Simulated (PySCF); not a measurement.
Molecule: trifluoroacetic acid, C₂HF₃O₂.

Bonds (- single, = double, # triple, : aromatic): O1=C2 1.194 Å, C2-O3 1.326 Å, C2-C4 1.540 Å, C4-F5 1.319 Å, C4-F6 1.331 Å, C4-F7 1.329 Å. O3 carries H8.

Geometry PBE0-D3(BJ)/def2-SVP throughout; GIAO in PySCF, gas phase, one conformer, non-relativistic; equivalent atoms averaged; functional PBE0.

Task: How do the shifts δ (against H2O, TMS, CFCl3 at the same level) depend on the basis set? (ppm; last column core-seconds on shared hosts with different chips, so compare them loosely)

Result: 
```
    basis set  functions     O1     O3     C2     C4  F5/F6/F7    H8  core-s
       STO-3G         36  390.5  120.2  110.4   91.3     -93.9  5.67     2.3
     pcSseg-0         65  488.3  208.7  179.1  139.2     -89.8  5.68       4
        6-31G         65  420.2  179.8  156.5  120.1     -95.4  5.76     4.5
       6-31G*        100  380.3  166.9  150.3  113.9     -86.5  5.53     6.9
      cc-pVDZ        103  408.7  183.6  155.8  117.0     -83.3  5.30      12
     def2-SVP        103  410.3  182.9  155.7  117.7     -72.2  5.57      11
     pcSseg-1        124  438.5  201.0  162.3  119.6     -87.2  6.16     9.9
  aug-cc-pVDZ        170  398.6  179.4  157.7  115.9     -80.5  6.07      24
6-311+G(2d,p)        195  416.4  188.4  161.5  118.5     -86.5  5.85      17
    def2-TZVP        223  425.4  194.0  163.1  122.1     -83.6  5.87      37
      cc-pVTZ        224  424.9  193.7  161.6  121.2     -83.7  6.05      35
     IGLO-III        255  428.1  193.8  165.8  122.7     -84.9  6.11      39
```

Task: Which nucleus moves most, in ppm?

Result: O1 (carbonyl oxygen): from 380.3 ppm with 6-31G* to 488.3 ppm with pcSseg-0. The smallest spread is 0.87 ppm, at H8. Proton shifts span only some 12 ppm, so a few tenths of a ppm matter as much there as several ppm in carbon.

Task: Taking the largest basis, IGLO-III (255 functions), as the yardstick, rank the others by their worst heavy-atom deviation.

Result: def2-TZVP 2.7 ppm (223 functions), cc-pVTZ 4.2 ppm (224 functions), pcSseg-1 10.4 ppm (124 functions), 6-311+G(2d,p) 11.7 ppm (195 functions), 6-31G 14.0 ppm (65 functions), def2-SVP 17.7 ppm (103 functions), cc-pVDZ 19.4 ppm (103 functions), aug-cc-pVDZ 29.4 ppm (170 functions), 6-31G* 47.8 ppm (100 functions), pcSseg-0 60.3 ppm (65 functions), STO-3G 73.6 ppm (36 functions).

A small basis that lands close on one nucleus may do so by chance; judge by the trend and by all nuclei.
